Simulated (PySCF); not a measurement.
Be4H8O4: core ionisation energies

(HBe-mu3-OH)4 cubane, Be4H8O4.
Bonds: Be1–O3, Be1–O6, Be1–O9, O3–Be4, O3–Be10, Be4–O6, Be4–O12, O6–Be7, Be7–O9, Be7–O12, O9–Be10, Be10–O12. Hydrogens: H2 on Be1; H13 on O3; H5 on Be4; H14 on O6; H8 on Be7; H15 on O9; H11 on Be10; H16 on O12.

Level of theory: delta-SCF UKS SCAN, pcX-2 on the ionised atom, pcseg-1 elsewhere, spin-free X2C in PySCF. These are vertical core ionisation energies against the vacuum level, from separate self-consistent calculations with and without the core hole.

Problem. Give the core binding energies atom by atom.

Solution. 
| atom(s) | bonded to | level | binding energy (eV) | count |
| --- | --- | --- | --- | --- |
| Be1/Be4/Be7/Be10 | 3 O and H | Be 1s | 120.61 | 4 |
| O3/O6/O9/O12 | H and 3 Be | O 1s | 540.06 | 4 |

Problem. Which photon energy gives electrons from O 1s of O3/O6/O9/O12 a kinetic energy of 50 eV, and what is their de Broglie wavelength?

Solution. hν = 540.06 + 50 = 590.06 eV, recoil neglected; λ = 12.264 Å/√(E/eV) = 1.73 Å.

The first atom of each set that the bonding makes equivalent was ionised and stands for the set. Geometry: PBE0-D3(BJ)/def2-SVP, one conformer, isolated molecule.
